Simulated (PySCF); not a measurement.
Several structures and their simulated spectra, in scrambled order.

A. SMILES Cc1ccccc1[P@@](C)(=O)O
B. 1-trimethylsilyl-1,2,4-triazole
C. `Cc1cpcc(C2CC2)n1`

Spectrum 1. $^{1}$H NMR (400 MHz, computed): δ 8.65 (m, 1H), 8.52 (m, 1H), 2.74 (s, 3H), 1.87 (m, 1H), 1.27 (m, 2H), 1.00 (m, 2H). $^{13}$C{$^{1}$H} NMR (computed): δ 171.1 (C), 165.4 (C), 150.3 (CH), 149.5 (CH), 30.9 (CH3), 23.6 (CH), 15.6 (CH2).

Spectrum 2. $^{1}$H NMR (400 MHz, computed): δ 8.17 (m, 1H), 7.97 (m, 1H), 0.49 (s, 9H). $^{13}$C{$^{1}$H} NMR (computed): δ 159.1 (CH), 151.9 (CH), 0.1 (CH3).

Spectrum 3. $^{1}$H NMR (400 MHz, computed): δ 8.34 (m, 1H), 7.72 (m, 1H), 7.59 (m, 1H), 7.52 (m, 1H), 2.78 (s, 3H), 2.61 (br s, 1H), 1.68 (m, 3H). $^{13}$C{$^{1}$H} NMR (computed): δ 144.8 (C), 138.7 (CH), 138.3 (C), 138.2 (CH), 135.1 (CH), 130.8 (CH), 23.0 (CH3), 22.5 (CH3).

Theory: shieldings: GIAO PBE0/pcSseg-1, geometry: GFN2-xTB, in PySCF (one computed conformer, no relativistic terms, no solvent model, one averaged value for each set of equivalent atoms).

References, each an isolated molecule treated in the same way: TMS for $^{1}$H (σref 31.72), $^{13}$C (σref 186.93). Splittings of carbon signals by F and P are missing where no couplings were computed. Where no couplings were computed, multiplicities follow the n + 1 count of equivalent neighbours, and m marks all less simple cases (inequivalent or close neighbours, rings, F or P nearby). Shifts are as computed. Against solution values, carbons near 30 ppm lie about +3 ppm off and those near 130 ppm about +5 ppm. Of 1211 compounds with measured shifts, 218 miss one by over three times the rms of a fit or turn the order of signals round; such compounds aren't used in these exercises. OH and NH positions are gas-phase values without hydrogen bonding to other molecules.

Q: Which spectrum belongs to which compound?

A: 1–C, 2–B, 3–A.

- Spectrum 1 (C): 7 $^{13}$C signals; δC 30.9 is a methyl carbon on an aromatic ring; δC 23.6 is a three-membered-ring carbon.
- Spectrum 2 (B): 3 $^{13}$C signals; δC 0.1 is a methyl carbon bonded to Si; δH 8.17 is the hydrogen on an aromatic CH between two ring heteroatoms.
- Spectrum 3 (A): 8 $^{13}$C signals; δC 138.7 is an aromatic CH; δC 138.2 is an aromatic CH.
